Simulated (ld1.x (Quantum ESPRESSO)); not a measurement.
**cadmium (Cd), RRKJ: configuration errors across variants**

cadmium (Cd), norm-conserving RRKJ (Kleinman–Bylander form), made with ld1.x (Quantum ESPRESSO) 7.5 (PBE, fully relativistic). Core [Ar] 3d10, reference 4s2 4p6 4d10 5s1 5p0 (charge +1). Waves: 4s (bound): rc 1.40 bohr; 4p (bound): rc 0.85 bohr; 4f channel at 0.2 Ry: rc 1.40 bohr; 4d (bound): rc 1.45 bohr. Local part: the d channel. Core correction: none. rho0 = 0.02.

Open shells are filled in proportion to 2j + 1 (rel_dist='average').

Occupied shells without a wave of their own: 5s. They enter only through the test configuration that unscreens the potential.

All-electron excitation energies from the reference (eV): (1) 4s2 4p6 4d10 5s2 5p0 -9.273; (2) 4s2 4p6 4d10 5s0 5p0 17.127; (3) 4s2 4p6 4d9 5s0 5p0 55.134; (4) 4s2 4p6 4d10 5s0 5p2 0.382; (5) 4s2 4p6 4d8 5s0 5p0 109.191; (6) 4s1 4p6 4d10 5s2 5p0 104.217; (7) 4s2 4p6 4d9 5s2 5p1 3.363.

On the changes marked as counting shells twice: ld1.x takes every shell without a wave as core, so the model core holds the marked electrons as well and exchange and correlation see them twice. This cancels in the reference configuration, but the file is broken for other ones, and its errors say nothing about a proper core correction.

3 further variants failed, have other tests or too few solved ones, and are left out.

The file “base” misses its own reference levels by 0.4 eV. The file “core correction a·sin(br)/r model core inside 0.64 bohr (5s counted twice)” misses its own reference levels by 0.4 eV. The file “wave 4f channel at 0.2 Ry: rc 1.40 bohr becomes 4f channel at 0.06 Ry: rc 1.40 bohr” misses its own reference levels by 0.4 eV. The file “wave 4d (bound): rc 1.45 bohr becomes 4d (bound): rc 1.24 bohr” misses its own reference levels by 0.4 eV. The file “local potential the s channel” misses its own reference levels by 2.1 eV. The file “wave 4s (bound): rc 1.40 bohr becomes 4s (bound): rc 1.48 bohr” misses its own reference levels by 0.4 eV.

Errors AE − PS in meV (a dash: test not solved or not reliable):

```csv
change,(1),(2),(3),(4),(5),(6),(7),bound ghosts
base,+54,-90,-130,-70,-171,+89,+82,none
core correction a·sin(br)/r model core inside 0.64 bohr (5s counted twice),-8.1,-151,-277,-183,-425,+71,-48,none
wave 4f channel at 0.2 Ry: rc 1.40 bohr becomes 4f channel at 0.06 Ry: rc 1.40 bohr,+54,-90,-130,-70,-171,+89,+82,none
wave 4d (bound): rc 1.45 bohr becomes 4d (bound): rc 1.24 bohr,+67,-109,-153,-70,-194,+116,+107,not determined
local potential the s channel,+1619,-2532,-3461,-1386,-4420,+2649,+2542,none
"type ultrasoft; waves now 4s (bound): rcut 1.20, rcutus 1.40 bohr; 5s (bound): rcut 1.20, rcutus 1.40 bohr; 4p (bound): rc 0.85 bohr; 5p (bound): rc 0.85 bohr; 4d (bound): rcut 1.25, rcutus 1.45 bohr; 4d channel at 0.05 Ry: rcut 1.25, rcutus 1.45 bohr; 4f channel at 0.2 Ry: rcut 1.20, rcutus 1.40 bohr; 4f channel at 1.1 Ry: rcut 1.20, rcutus 1.40 bohr; local potential all-electron potential smoothed inside 1.10 bohr (lloc = -1); augmentation PSQ, radius 0.70 bohr; rho0 0",+0.2,+0.3,-0.5,+0.5,-1.0,+15,+0.5,not determined
wave 4s (bound): rc 1.40 bohr becomes 4s (bound): rc 1.48 bohr,-27,+39,+51,+24,+69,-29,-32,none
```

Q: Give the same row for: wave 4p (bound): rc 0.85 bohr becomes 4p (bound): rc 1.26 bohr.

A: +54, -90, -130, -48, -169, +93, +95; bound ghosts: none.
